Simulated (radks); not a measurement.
Problem. These are the eigenvalues of the occupied orbitals of an atom or ion with whole-number occupations (hartree). All-electron calculation, Dirac Kohn-Sham, exchange-only PBE, spin-unpolarised, spherical densities, finite nucleus; Fermi nuclear charge, rms radius of each element as measured or else 0.836 A^(1/3) + 0.57 fm. Program: a radial shooting solver on a logarithmic mesh with Libxc functionals.

| orbital | eigenvalue |
|---|---|
| 1s1/2 | -2587.143 |
| 2s1/2 | -477.7610 |
| 2p1/2 | -458.5504 |
| 2p3/2 | -408.8810 |
| 3s1/2 | -139.3332 |
| 3p1/2 | -130.8241 |
| 3p3/2 | -119.9833 |
| 3d3/2 | -105.6832 |
| 3d5/2 | -103.3302 |
| 4s1/2 | -55.51904 |
| 4p1/2 | -51.91224 |
| 4p3/2 | -48.87537 |
| 4d3/2 | -42.95296 |
| 4d5/2 | -42.32715 |

Which element is it, and in what charge state? The configuration may be excited. Open shells, if any, fill j = l - 1/2 first.

Solution. Z = 74, tungsten, charge +29: W29+ in [Kr] 4d9. The list shows which subshells hold electrons but not how many an open one holds; the 1s level, -2587.1 hartree, gives Z - s = 71.9 by -(Z - s)^2/2, which with screening and relativity narrows Z to a few neighbours, and the depths of the outer levels then fix element, charge and occupations together.
